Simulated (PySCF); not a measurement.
PySCF input for C₃H₆F₂Si, SMILES F[SiH2]C1(F)CC1, TDDFT-PBE/def2-SVPD. Geometry optimised at B3LYP-D3(BJ)/def2-SVP. The structure was generated by enumeration, and PubChem lists no compound with its InChIKey, so it may never have been made. Other conformers were not sampled.

```python
import numpy as np
from pyscf import gto, scf, dft, tdscf

mol = gto.M(
    atom='''
    F     0.87698232    1.92062294    0.00000000
    Si   -0.58042213    1.18130240   -0.00000000
    C    -0.20083631   -0.65263277    0.00000000
    F    -1.36137291   -1.41105117   -0.00000000
    C     0.96097440   -1.23958947   -0.75364739
    C     0.96097440   -1.23958948    0.75364739
    H    -1.31685177    1.58467483    1.22529205
    H    -1.31685176    1.58467483   -1.22529204
    H     1.63678392   -0.56301606   -1.28482875
    H     0.75944294   -2.18841338   -1.25807950
    H     1.63678391   -0.56301606    1.28482875
    H     0.75944293   -2.18841338    1.25807950
    ''',
    basis='def2-SVPD',
    charge=0,
    spin=0,
    symmetry=True,
    max_memory=1600,
    verbose=4,
)
mf = dft.RKS(mol, xc='pbe').density_fit(auxbasis='def2-universal-jkfit')
mf.grids.level = 3
mf.conv_tol = 1e-9
mf.max_cycle = 100
mf.kernel()
mf.grids = dft.Grids(mol).set(level=1).build(with_non0tab=True)  # coarser grid for the response kernel
td = tdscf.TDDFT(mf)
td.singlet = True
td.nstates = 10
td.conv_tol = 1e-4
td.positive_eig_threshold = 1e-6
td.kernel(x0=td.get_init_guess(mf, 15))
td.analyze()
tt = tdscf.TDA(mf)
tt.singlet = False
tt.nstates = 4
tt.conv_tol = 1e-4
tt.positive_eig_threshold = 1e-6
tt.kernel(x0=tt.get_init_guess(mf, 9))
tt.analyze(verbose=3)
```

It prints:

```
PySCF version 2.14.0

[INPUT] verbose = 4
[INPUT] num. atoms = 12
[INPUT] num. electrons = 56
[INPUT] charge = 0
[INPUT] spin (= nelec alpha-beta = 2S) = 0
[INPUT] symmetry True subgroup None
[INPUT] Mole.unit = angstrom
[INPUT] Symbol           X                Y                Z      unit          X                Y                Z       unit  Magmom
[INPUT]  1 F      0.876982320000   1.920622940000   0.000000000000 AA    1.657256400886   3.629451345157   0.000000000000 Bohr   0.0
[INPUT]  2 Si    -0.580422130000   1.181302400000   0.000000000000 AA   -1.096838862337   2.232338006291   0.000000000000 Bohr   0.0
[INPUT]  3 C     -0.200836310000  -0.652632770000   0.000000000000 AA   -0.379525621768  -1.233297195216   0.000000000000 Bohr   0.0
[INPUT]  4 F     -1.361372910000  -1.411051170000   0.000000000000 AA   -2.572621953302  -2.666500259047   0.000000000000 Bohr   0.0
[INPUT]  5 C      0.960974400000  -1.239589470000  -0.753647390000 AA    1.815978428718  -2.342484605195  -1.424187161593 Bohr   0.0
[INPUT]  6 C      0.960974400000  -1.239589480000   0.753647390000 AA    1.815978428718  -2.342484624092   1.424187161593 Bohr   0.0
[INPUT]  7 H     -1.316851770000   1.584674830000   1.225292050000 AA   -2.488489191949   2.994601425192   2.315466397107 Bohr   0.0
[INPUT]  8 H     -1.316851760000   1.584674830000  -1.225292040000 AA   -2.488489173051   2.994601425192  -2.315466378210 Bohr   0.0
[INPUT]  9 H      1.636783920000  -0.563016060000  -1.284828750000 AA    3.093073333892  -1.063946157132  -2.427974454467 Bohr   0.0
[INPUT] 10 H      0.759442940000  -2.188413380000  -1.258079500000 AA    1.435139163834  -4.135501935534  -2.377425697930 Bohr   0.0
[INPUT] 11 H      1.636783910000  -0.563016060000   1.284828750000 AA    3.093073314995  -1.063946157132   2.427974454467 Bohr   0.0
[INPUT] 12 H      0.759442930000  -2.188413380000   1.258079500000 AA    1.435139144937  -4.135501935534   2.377425697930 Bohr   0.0

nuclear repulsion = 307.958342098084
point group symmetry = Cs
symmetry origin: [-6.74902190e-10 -3.37451146e-10  3.37451091e-10]
symmetry axis x: [ 1.00000000e+00 -4.27835099e-10 -1.52538104e-09]
symmetry axis y: [ 4.27835099e-10  1.00000000e+00 -3.24198725e-10]
symmetry axis z: [1.52538104e-09 3.24198855e-10 1.00000000e+00]
num. orbitals of irrep A' = 107
num. orbitals of irrep A" = 71
number of shells = 76
number of NR pGTOs = 258
number of NR cGTOs = 178
basis = def2-SVPD
ecp = {}


******** <class 'pyscf.df.df_jk.DFSymAdaptedRKS'> ********
method = DFSymAdaptedRKS
initial guess = minao
damping factor = 0
level_shift factor = 0
DIIS = <class 'pyscf.scf.diis.CDIIS'>
diis_start_cycle = 1
diis_space = 8
diis_damp = 0
SCF conv_tol = 1e-09
SCF conv_tol_grad = None
SCF max_cycles = 100
direct_scf = False
XC library pyscf.dft.libxc version 7.1.2
    S. Lehtola, C. Steigemann, M. J. T. Oliveira, and M. A. L. Marques,  SoftwareX 7, 1–5 (2018)
XC functionals = pbe
    J. P. Perdew, K. Burke, and M. Ernzerhof,  Phys. Rev. Lett. 77, 3865 (1996)
    J. P. Perdew, K. Burke, and M. Ernzerhof,  Phys. Rev. Lett. 78, 1396 (1997)
    J. P. Perdew, K. Burke, and M. Ernzerhof,  Phys. Rev. Lett. 77, 3865 (1996)
    J. P. Perdew, K. Burke, and M. Ernzerhof,  Phys. Rev. Lett. 78, 1396 (1997)
radial grids:
    Treutler-Ahlrichs [JCP 102, 346 (1995); DOI:10.1063/1.469408] (M4) radial grids

becke partition: Becke, JCP 88, 2547 (1988); DOI:10.1063/1.454033
pruning grids: <function nwchem_prune>
grids dens level: 3
symmetrized grids: True
atomic radii adjust function: <function treutler_atomic_radii_adjust>
small_rho_cutoff = 0
Freeze 0 electrons in irreps []
    56 free electrons in irreps A' A"
Set gradient conv threshold to 3.16228e-05
Initial guess from minao.
tot grids = 148912
init E= -606.712704358521
HOMO (A') = -0.321628184920003  LUMO (A') = -0.0711013927796542  gap/eV = 6.81718
cycle= 1 E= -606.23260940888  delta_E= 0.48  |g|= 0.666  |ddm|= 4.66
HOMO (A') = -0.195897870666128  LUMO (A') = -0.0324988453506503  gap/eV = 4.44631
cycle= 2 E= -605.979864295357  delta_E= 0.253  |g|= 1.38  |ddm|= 2.02
HOMO (A") = -0.245113635181097  LUMO (A') = -0.0375848864498018  gap/eV = 5.64714
cycle= 3 E= -606.314574028583  delta_E= -0.335  |g|= 0.147  |ddm|= 1.36
HOMO (A') = -0.2628750076097  LUMO (A') = -0.0404941008040227  gap/eV = 6.05129
cycle= 4 E= -606.318725566584  delta_E= -0.00415  |g|= 0.0609  |ddm|= 0.261
HOMO (A") = -0.258543332485101  LUMO (A') = -0.0413766510135569  gap/eV = 5.90941
cycle= 5 E= -606.319473633858  delta_E= -0.000748  |g|= 0.0101  |ddm|= 0.079
HOMO (A") = -0.25846601470012  LUMO (A') = -0.0410819593216858  gap/eV = 5.91532
cycle= 6 E= -606.319485435917  delta_E= -1.18e-05  |g|= 0.00657  |ddm|= 0.0182
HOMO (A") = -0.258651414910284  LUMO (A') = -0.0410627100905305  gap/eV = 5.92089
cycle= 7 E= -606.319493738278  delta_E= -8.3e-06  |g|= 0.000817  |ddm|= 0.00714
HOMO (A") = -0.258641691098496  LUMO (A') = -0.041072409290217  gap/eV = 5.92036
cycle= 8 E= -606.319493872979  delta_E= -1.35e-07  |g|= 0.000205  |ddm|= 0.00172
HOMO (A") = -0.258625951564182  LUMO (A') = -0.0410656031580143  gap/eV = 5.92012
cycle= 9 E= -606.319493880502  delta_E= -7.52e-09  |g|= 9.54e-05  |ddm|= 0.000412
HOMO (A") = -0.258633666228418  LUMO (A') = -0.0410700153697245  gap/eV = 5.92021
cycle= 10 E= -606.319493882634  delta_E= -2.13e-09  |g|= 1.26e-05  |ddm|= 0.000147
HOMO (A") = -0.258633669024995  LUMO (A') = -0.0410701762583203  gap/eV = 5.92020
cycle= 11 E= -606.319493882671  delta_E= -3.64e-11  |g|= 5.72e-06  |ddm|= 3.41e-05
HOMO (A") = -0.258633662382851  LUMO (A') = -0.0410698972959747  gap/eV = 5.92021
Extra cycle  E= -606.319493882658  delta_E= 1.27e-11  |g|= 9.84e-06  |ddm|= 2.73e-05
converged SCF energy = -606.319493882658
tot grids = 47384
Overwritten attributes  positive_eig_threshold  of <class 'pyscf.tdscf.rks.CasidaTDDFT'>


******** <class 'pyscf.tdscf.rks.CasidaTDDFT'> for <class 'pyscf.df.df_jk.DFSymAdaptedRKS'> ********
nstates = 10 singlet
deg_eia_thresh = 1.000e-03
wfnsym = None
conv_tol = 0.0001
eigh lindep = 1e-12
eigh level_shift = 0
eigh max_cycle = 100


Excitation energies (eV)
[5.97262561 6.05248211 7.10030191 7.15532187 7.40349611 7.51816845
 7.5768321  7.68266022 7.72138505 7.7271005 ]

** Singlet excitation energies and oscillator strengths **
Excited State   1:   A"      5.97263 eV    207.59 nm  f=0.0007
      28 -> 29       -0.70626
Excited State   2:   A'      6.05248 eV    204.85 nm  f=0.0105
      27 -> 29       -0.70427
Excited State   3:   A"      7.10030 eV    174.62 nm  f=0.0099
      28 -> 30        0.70504
Excited State   4:   A'      7.15532 eV    173.28 nm  f=0.0011
      27 -> 30        0.70189
Excited State   5:   A"      7.40350 eV    167.47 nm  f=0.0027
      26 -> 29       -0.70402
Excited State   6:   A"      7.51817 eV    164.91 nm  f=0.0162
      28 -> 31        0.70065
Excited State   7:   A'      7.57683 eV    163.64 nm  f=0.0463
      27 -> 31        0.65278
      28 -> 32        0.23511
Excited State   8:   A"      7.68266 eV    161.38 nm  f=0.0003
      27 -> 32        0.14314
      28 -> 33        0.68471
Excited State   9:   A"      7.72139 eV    160.57 nm  f=0.0060
      27 -> 32        0.68011
      28 -> 33       -0.13523
Excited State  10:   A'      7.72710 eV    160.45 nm  f=0.0025
      27 -> 33       -0.69895

** Transition electric dipole moments (AU) **
state          X           Y           Z        Dip. S.      Osc.
  1        -0.0000      0.0000     -0.0682      0.0046      0.0007
  2         0.1076     -0.2428      0.0000      0.0705      0.0105
  3        -0.0000      0.0000     -0.2386      0.0569      0.0099
  4        -0.0122      0.0767      0.0000      0.0060      0.0011
  5         0.0000     -0.0000      0.1213      0.0147      0.0027
  6         0.0000     -0.0000      0.2965      0.0879      0.0162
  7        -0.2789      0.4144      0.0000      0.2495      0.0463
  8        -0.0000      0.0000     -0.0396      0.0016      0.0003
  9        -0.0000      0.0000      0.1780      0.0317      0.0060
 10         0.1137     -0.0130     -0.0000      0.0131      0.0025

** Transition velocity dipole moments (imaginary part, AU) **
state          X           Y           Z        Dip. S.      Osc.
  1        -0.0000     -0.0000     -0.0128      0.0002      0.0005
  2         0.0294     -0.0561     -0.0000      0.0040      0.0120
  3        -0.0000      0.0000     -0.0640      0.0041      0.0105
  4        -0.0015      0.0181     -0.0000      0.0003      0.0008
  5        -0.0000     -0.0000      0.0389      0.0015      0.0037
  6         0.0000      0.0000      0.0808      0.0065      0.0157
  7        -0.0764      0.1209     -0.0000      0.0205      0.0490
  8        -0.0000      0.0000     -0.0129      0.0002      0.0004
  9         0.0000     -0.0000      0.0543      0.0029      0.0069
 10         0.0263     -0.0002      0.0000      0.0007      0.0016

** Transition magnetic dipole moments (imaginary part, AU) **
state          X           Y           Z
  1         0.1106      0.0681      0.0000
  2         0.0000     -0.0000     -0.1450
  3         0.1906      0.6004     -0.0000
  4         0.0000      0.0000     -0.0727
  5         0.6414     -1.0075      0.0000
  6        -0.0251      0.0144      0.0000
  7        -0.0000     -0.0000      0.1641
  8        -0.4648      0.0674     -0.0000
  9         0.2994      0.3932      0.0000
 10        -0.0000     -0.0000      0.1453
Overwritten attributes  positive_eig_threshold  of <class 'pyscf.tdscf.rks.TDA'>


******** <class 'pyscf.tdscf.rks.TDA'> for <class 'pyscf.df.df_jk.DFSymAdaptedRKS'> ********
nstates = 4 triplet
deg_eia_thresh = 1.000e-03
wfnsym = None
conv_tol = 0.0001
eigh lindep = 1e-12
eigh level_shift = 0
eigh max_cycle = 100


Excitation energies (eV)
[5.76737109 5.8214976  6.96947127 6.98022313]

** Triplet excitation energies and oscillator strengths **
Excited State   1:   A'      5.76737 eV    214.98 nm  f=0.0000
Excited State   2:   A"      5.82150 eV    212.98 nm  f=0.0000
Excited State   3:   A"      6.96947 eV    177.90 nm  f=0.0000
Excited State   4:   A'      6.98022 eV    177.62 nm  f=0.0000
```

The run converged.

Cost: very roughly 2.3 core-minutes.
